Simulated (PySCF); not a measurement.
SMILES CC[SiH2][SiH2]SC (C₃H₁₂SSi₂) at its GFN2-xTB optimised geometry (Å):

```
18

C      3.4520     0.1025     1.1273
C      2.4611     0.1293     2.2843
Si     0.7630     0.8272     1.7819
Si    -0.0676    -0.4028     0.0000
S     -2.2226    -0.4028     0.0000
C     -2.5311     1.3892     0.0000
H      3.0862    -0.5286     0.3185
H      3.6076     1.1041     0.7318
H      4.4168    -0.2859     1.4502
H      2.3463    -0.8819     2.6788
H      2.8767     0.7293     3.0948
H     -0.1019     0.8244     2.9725
H      0.9410     2.2467     1.4223
H      0.1973    -1.8373    -0.0143
H      0.3127     0.1247    -1.3170
H     -2.1074     1.8323    -0.8963
H     -2.0954     1.8373     0.8889
H     -3.6076     1.5238     0.0042
```

Method: PySCF with PBE0/def2-SVP. Cells within 0.4 Å of a nucleus heavier than hydrogen are left out (blank, or x).

Map of the HOMO amplitude (bohr^(-3/2)) on the plane z = 1.0 Å; orbital energy -6.45 eV, overall sign arbitrary:

```
|33333333333333333333333333333|
|33333333333333333333333333333|
|33333333333333333333333333333|
|33333333333333333333333333333|
|33333333333333333333333333333|
|33333333333333333333333333333|
|33333333333333333333333333333|
|33333333222333333333333333333|
|33333332222233333333333333333|
|33333322101223333333333333333|
|33333322101222233333333333333|
|33333332222222222333333333333|
|33333333443332111233333333333|
|3333334556543210022333x333333|
|3333334678754210122333x333333|
|33333446898643211223333333333|
|33333346787543222233333333333|
|33333345565443322333333333333|
|33333334444433333333333333333|
|33333333333333333333333333333|
|33333333333333333333333333333|
|33333333333333333333333333333|
|33333333333333333333333333333|
|33333333333333333333333333333|
|33333333333333333333333333333|
|33333333333333333333333333333|
|33333333333333333333333333333|
|33333333333333333333333333333|
|33333333333333333333333333333|
```
Scale: ten equal steps from -0.081 (start of '0') to 0.165 (end of '9'), in the order '0123456789'; x runs from -6.00 to 6.00, y from -6.00 (bottom) to 6.00 (top).
